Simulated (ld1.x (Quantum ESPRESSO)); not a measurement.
# Varying the TM potential for cobalt (Co)

Base potential:

* Element: Co
* Generator: ld1.x (Quantum ESPRESSO) 7.5
* Type: norm-conserving Troullier–Martins (Kleinman–Bylander form)
* Functional: PBEsol
* Relativity: non-relativistic
* Frozen core: [Ne] 3s2
* Valence charge: 15
* Reference configuration: 3p6 3d7 4s2 4p0
* Partial waves: 3p (bound): rc 1.25 bohr; 3d (bound): rc 1.05 bohr; 4s (bound): rc 1.95 bohr
* Local potential: the s channel
* Core correction: a·sin(br)/r model core inside 0.55 bohr

All-electron outer shells of the reference configuration (PBEsol, non-relativistic, ld1.x):

```csv
shell,level (eV),outermost node (bohr),outermost maximum (bohr)
3s,-99.63,0.32,0.67
3p,-64.98,0.29,0.68
3d,-8.53,–,0.66
4s,-5.38,0.97,2.35
4p,-1.28,1.06,3.25
```

Cutoffs, loose and tight: the cutoffs (Ry, on a coarse ladder) from which the occupation-weighted sum of valence levels, in a spherical-Bessel basis at the reference potential, stays within 10 and 1 mRy of its value at 400 Ry. They do not see the model core or the augmentation charge, which bear on the density cutoff. Test errors are all-electron minus pseudo excitation energies from the reference, over the configurations 3p6 3d7 4s1 4p0; 3p6 3d7 4s0 4p0; 3p6 3d6 4s0 4p0; 3p6 3d7 4s1 4p1; 3p6 3d7 4s1.5 4p0; 3p6 3d6 4s2 4p1; 3p6 3d5 4s0 4p0. A dash means not determined; rows that change the core or the reference have their own tests.

```csv
change,outcome,"cutoff, loose","cutoff, tight",bound ghosts,largest test error (meV)
base,generated,180 Ry,300 Ry,none,-1295
wave 3d (bound): rc 1.05 bohr becomes 3d (bound): rc 0.68 bohr,generated,over 300 Ry,over 300 Ry,none,-1382
wave 3d (bound): rc 1.05 bohr becomes 3d (bound): rc 0.80 bohr,generated,300 Ry,over 300 Ry,none,-1367
wave 3d (bound): rc 1.05 bohr becomes 3d (bound): rc 0.88 bohr,generated,260 Ry,over 300 Ry,none,-1351
wave 3d (bound): rc 1.05 bohr becomes 3d (bound): rc 0.98 bohr,generated,200 Ry,300 Ry,none,-1324
wave 3d (bound): rc 1.05 bohr becomes 3d (bound): rc 1.16 bohr,generated,160 Ry,260 Ry,none,-1264
wave 3d (bound): rc 1.05 bohr becomes 3d (bound): rc 1.24 bohr,generated,160 Ry,260 Ry,none,-1257
wave 3d (bound): rc 1.05 bohr becomes 3d (bound): rc 1.36 bohr,generated,140 Ry,230 Ry,none,-1237
wave 3d (bound): rc 1.05 bohr becomes 3d (bound): rc 1.46 bohr,generated,120 Ry,200 Ry,none,-1216
wave 3d (bound): rc 1.05 bohr becomes 3d (bound): rc 1.60 bohr,generated,110 Ry,180 Ry,none,-1177
```

Reading the sweep of the d radius (base included, trends over the rows without a ghost): The loose cutoff falls from 300 Ry at 0.8 to 110 Ry at 1.6 bohr. A larger radius leaves more room for a smooth pseudo-wave, so fewer plane waves are needed; a smaller one forces it to follow the all-electron wave where it bends sharply. The median size of the test errors (rows with all tests solved) stays near 260.1 meV.
